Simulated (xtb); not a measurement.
pyrazine-2-carbonitrile (C₅H₃N₃), SMILES N#Cc1cnccn1. All values are semi-empirical tight-binding results from xtb (GFN2-xTB unless named), good for trends rather than for accurate numbers. Geometry: GFN2-xTB.

point group as xtb finds it: Cs
orbital gap: 1.91 eV
dipole moment: 3.68 D
zero-point energy: 45.1 kcal/mol
G − E(el) at 298.15 K (modified RRHO): 25.9 kcal/mol
static polarisability (D4 model): 71.7 bohr³
solvation energy, GFN2-xTB/ALPB(water): -8.1 kcal/mol
solvation energy, GFN2-xTB/ALPB(dmso): -9.0 kcal/mol

Computed IR lines (harmonic; lines under 4 % of the strongest left out, lines within 3 cm⁻¹ merged):
ν (cm⁻¹): 378 (m), 1019 (m), 1095 (w), 1156 (w), 1225 (m), 1350 (w), 1418 (m), 1553 (w), 2376 (vs), 3069 (w), 3077 (m) (against the strongest line: vs over 80 %, s over 45 %, m over 15 %, w over 4 %, vw less)
